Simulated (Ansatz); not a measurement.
`C=CS[SiH3]` + `CCF` → `C=CCCF` + `[SiH3]S` at 600 K and 1 bar (formal exchange of groups at a C–S bond).

Computed with Ansatz on PBE0-D4/def2-TZVP structures; ΔE is electronic, products minus reactants. CCSD(T)/CBS adds triple-zeta CCSD(T) − MP2 to the extrapolated MP2 energy (def2 sets, frozen cores). One conformer a species, not always the lowest.

| species | CCSD(T)/CBS energy (Eh) | H − E (kJ/mol) | S (J/(mol·K)) |
| --- | --- | --- | --- |
| `C=CS[SiH3]` | -766.55636 | 237.7 | 418.7 |
| `CCF` | -178.90141 | 214.6 | 316.1 |
| `C=CCCF` | -256.18775 | 322.3 | 401.2 |
| `[SiH3]S` | -689.27336 | 126.3 | 326.2 |

H − E and S are ideal-gas, rigid-rotor, harmonic terms from PBE0-D4/def2-TZVP, for one conformer and one mirror image of each species. 1 Eh = 2625.50 kJ/mol, R = 8.31446 J/(mol·K).

By hand: ΔE, ΔH, ΔS and ΔG.

ΔE = (-256.18775) + (-689.27336) − (-766.55636) − (-178.90141) = -0.00334 Eh = -8.8 kJ/mol. Δ(H − E) = 322.3 + 126.3 − 237.7 − 214.6 = -3.7, so ΔH = -12.5 kJ/mol. ΔS = 401.2 + 326.2 − 418.7 − 316.1 = -7.4 J/(mol·K). ΔG = -12.5 − 600 × (-7.4)/1000 = -8.1 kJ/mol.

By hand: the equilibrium constant, and the temperature at which ΔG would vanish if ΔH and ΔS stayed fixed.

log₁₀ K = −ΔG/(RT ln 10) = 0.7. ΔG = 0 at ΔH/ΔS = 1689 K, though so small a ΔS makes that figure unsure.

TΔS isn't small against ΔH here. A doubt of 5 kJ/mol in ΔE shifts log₁₀ K by 0.4 here. Other conformers and mirror images would add mixing entropy, several J/(mol·K) or more a flexible species. Modes under 60 cm⁻¹, often nearly free rotors, make the harmonic entropy too high. These are equilibria of isolated gas molecules and say nothing of rates. Largest T1 diagnostic: 0.012 (customary marks: 0.02 for closed shells, 0.045 for open ones).
